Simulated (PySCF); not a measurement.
An excited-state job on `CC[N@@H+]1[BH2-][NH2+][B@@H-]1O`.

Computed with TDDFT PBE0/def2-SVPD, vertical, gas phase, core orbitals frozen in the response (PySCF 2.14.0, density-fitted response routines). Geometry: GFN2-xTB. The input is one job of a driver script: a line of settings, then coordinates in Å.

Command:
```bash
OMP_NUM_THREADS=1 python probes_run.py task.json out
```

Input:
```
{"job": {"kind": "uv", "xc": "PBE0", "basis": "def2-SVPD", "nstates": 6, "ntriplets": 2}, "charge": 0, "multiplicity": 1}
C     -2.444369    -0.030005    -0.202284
C     -1.036234    -0.250743    -0.736310
N     -0.066851    -0.432830     0.339677
B      0.375810     0.834449     1.193045
N      1.842262     0.790086     0.583519
B      1.494512    -0.595472    -0.094845
O      1.706891    -0.493756    -1.496239
H     -3.136930     0.140452    -1.022585
H     -2.782752    -0.899117     0.359507
H     -2.461397     0.833681     0.456742
H     -0.714537     0.607893    -1.326631
H     -1.020967    -1.131406    -1.389507
H     -0.383401    -1.198600     0.923074
H     -0.205843     1.824250     0.898839
H      0.389764     0.582852     2.352552
H      2.008963     1.494172    -0.124885
H      2.615283     0.801566     1.235366
H      1.981907    -1.532710     0.463691
H      1.828085    -1.335511    -1.925773
```

Output:
```
coarse grid: 15000 points
cycle   1  E = -317.2599029795  dE =  6.946e-01  |g| = 7.235e-01  |ddm| = 8.885e+00
cycle   2  E = -317.1432094532  dE =  1.167e-01  |g| = 1.076e+00  |ddm| = 2.539e+00
cycle   3  E = -317.3730999169  dE = -2.299e-01  |g| = 1.031e-01  |ddm| = 1.335e+00
cycle   4  E = -317.3751476410  dE = -2.048e-03  |g| = 3.993e-02  |ddm| = 2.698e-01
cycle   5  E = -317.3755243755  dE = -3.767e-04  |g| = 9.050e-03  |ddm| = 9.622e-02
cycle   6  E = -317.3755411541  dE = -1.678e-05  |g| = 3.256e-03  |ddm| = 2.289e-02
cycle   7  E = -317.3755433240  dE = -2.170e-06  |g| = 4.998e-04  |ddm| = 7.372e-03
final grid: 142488 points
cycle   8  E = -317.4146750434  dE = -7.817e-05  |g| = 9.873e-03  |ddm| = 4.123e-01
cycle   9  E = -317.4146616753  dE =  1.337e-05  |g| = 1.270e-02  |ddm| = 4.251e-02
cycle  10  E = -317.4146981887  dE = -3.651e-05  |g| = 1.232e-03  |ddm| = 1.997e-02
cycle  11  E = -317.4146984988  dE = -3.101e-07  |g| = 2.825e-04  |ddm| = 2.348e-03
cycle  12  E = -317.4146985136  dE = -1.477e-08  |g| = 9.867e-05  |ddm| = 8.377e-04
cycle  13  E = -317.4146985155  dE = -1.916e-09  |g| = 2.571e-05  |ddm| = 2.571e-04
cycle  14  E = -317.4146985156  dE = -1.346e-10  |g| = 5.306e-06  |ddm| = 5.962e-05
converged SCF energy = -317.4146985156

Static polarisability (au): isotropic 74.286, principal 66.957 74.847 81.054

Singlet excitations
state   eV       nm        f      main configurations
  1   6.6550    186.3   0.00907   H->L 0.95
  2   7.1873    172.5   0.00198   H->L+1 0.93
  3   7.3785    168.0   0.00614   H->L+2 0.68, H-2->L 0.12, H->L+3 0.10
  4   7.5328    164.6   0.02085   H-1->L 0.85
  5   7.6604    161.9   0.01604   H-2->L 0.68, H->L+2 0.17
  6   7.7806    159.4   0.02532   H->L+3 0.83, H-2->L 0.10

Triplet excitations (Tamm-Dancoff, eV): 6.4771 7.0497
```

The SCF starts on a coarse grid where the log names one; the energy can jump when the final grid takes over, and dE then counts from the start density on the new grid. H and L stand for HOMO and LUMO; the number after each pair is its weight.

Question: How does the lowest singlet excitation compare with the HOMO–LUMO gap?

Answer: HOMO -7.52 eV and LUMO 0.28 eV give a gap of 7.80 eV; S1 at 6.66 eV lies 1.14 eV below it.

Question: Give S1 in cm⁻¹ and kJ/mol.

Answer: 6.6550 eV × 8065.54 = 53676 cm⁻¹; × 96.485 = 642.1 kJ/mol.

In short: HOMO -7.52 eV, LUMO 0.28 eV; lowest singlet 6.66 eV; lowest triplet 6.48 eV (Tamm–Dancoff); mean polarisability 74.3 au.

Question: How long does this job take on one thread of an Intel Xeon Platinum 8488C, no GPU, shared host? And the peak memory of the process?

Answer: About 81 s, with 0.98 GiB resident at the peak, the Python interpreter and its libraries included.

One conformer stands for the species.
Labels such as C1 count atoms from 1, the log's own numbers from 0.
